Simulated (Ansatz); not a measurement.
Geometry optimisation, RKS BHLYP-D4/def2-SVP (Ansatz).

Input file:

```yaml
crystal:
  periodic: [false, false, false]
  atoms:
    - { symbol: B, position_ang: [-1.6136, 0.9535, -0.8322] }
    - { symbol: Sn, position_ang: [-0.1824, -0.645, -0.6952] }
    - { symbol: B, position_ang: [1.411, -0.0286, 0.6728] }
    - { symbol: O, position_ang: [1.2061, 0.322, 2.0675] }
    - { symbol: H, position_ang: [-1.8828, 1.4922, -1.9077] }
    - { symbol: H, position_ang: [-2.2235, 1.3916, 0.1229] }
    - { symbol: H, position_ang: [-0.97751, 0.02671, -0.50763] }
    - { symbol: H, position_ang: [0.5308, -0.9562, -2.2836] }
    - { symbol: H, position_ang: [2.5627, 0.0415, 0.3423] }
    - { symbol: H, position_ang: [1.2081, -0.5446, 2.5849] }
basis:
  gaussian: { orbitals: def2-SVP }
hamiltonian:
  xc: { name: BHLYP }
  dispersion: d4
relax:
  f_tol: 0.02
  max_steps: 50
```

Launched with:

```bash
$ ansatz run input.yaml --threads 2 --pin off --max-ram 3072MiB --backend cpu --events-out ev --progress --plain --runs-dir out
```

**Question.** Where does it end, and by what steps?

**Answer.** The run converged. After 34 steps the energy has fallen by 12.503 eV; H10 moved furthest, 2.26 Å. The start is strongly strained (largest force component 32 eV/Å). Joined: B1–H8 (3.22 → 1.28 Å).

```csv
step,energy less start (eV),largest force component (eV/Å),accepted
0,0.0000,31.993,yes
2,-9.3271,3.001,yes
4,-10.3215,0.561,yes
6,-10.6717,2.655,yes
8,-11.0240,1.373,yes
10,-11.1113,0.792,yes
12,-11.1983,0.592,yes
14,-11.2388,0.647,yes
16,-11.3852,0.551,yes
18,-11.8965,1.258,yes
20,-12.2327,1.219,yes
22,-12.4100,0.427,yes
24,-12.4299,0.220,yes
26,-12.4625,0.305,yes
28,-12.4810,0.234,yes
30,-12.4928,0.164,yes
32,-12.5023,0.066,yes
34,-12.5029,0.005,yes
```

```xyz
10
Properties=species:S:1:pos:R:3
B -1.260 0.590 -0.734
Sn 0.522 -1.103 -1.238
B 1.611 -0.352 0.740
O 1.094 0.605 1.504
H -2.217 0.735 -1.443
H -1.188 1.302 0.243
H -1.233 -0.632 -0.348
H -0.208 0.772 -1.446
H 2.659 -0.826 1.097
H 0.258 0.962 1.188
```

The run took 2 min on 2 threads of Intel(R) Xeon(R) Platinum 8175M CPU @ 2.50GHz (Skylake/Cascade Lake), on a shared host, peak memory 0.23 GiB.
